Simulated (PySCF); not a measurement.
# Adding and removing an electron: NiF

PBE0; Ni def2-TZVPPD, F def2-TZVPPD; no relativity (PySCF 2.14). Neutral (UKS): doublet (σ ↑), Re = 1.770 Å, ωe = 607 cm⁻¹, HOMO -6.37 eV, LUMO -2.91 eV.

NiF⁻ (UKS): triplet (σ ↑, π ↑), Re = 1.831 Å, ωe = 497 cm⁻¹. The energies at the minima are -1607.87330 hartree for NiF and -1607.91798 for NiF⁻.

Q: Work out the adiabatic electron affinity, without and with harmonic zero-point energies (1 hartree = 27.2114 eV, 1 eV = 8065.5 cm⁻¹), and the change of the bond length.

A: At PBE0: 0.04468 hartree = 1.216 eV between the minima; the zero-point term (607.0 − 497.0)/2 cm⁻¹ = +0.007 eV makes it 1.223 eV. Re changes by +6.1 pm against the neutral. More than one orbital changes its filling between the two states.

De is left out where the level can put another filling of the metal’s s and d shells below the measured ground configuration, by anything from nothing to about 1 eV. The highest Kohn–Sham level is positive in this anion. Much of that is self-interaction error, but it also means that the finite basis helps to hold the extra electron. The state is the lowest single determinant that the PBE0 search found; with open d or f shells the true ground state can be another one.
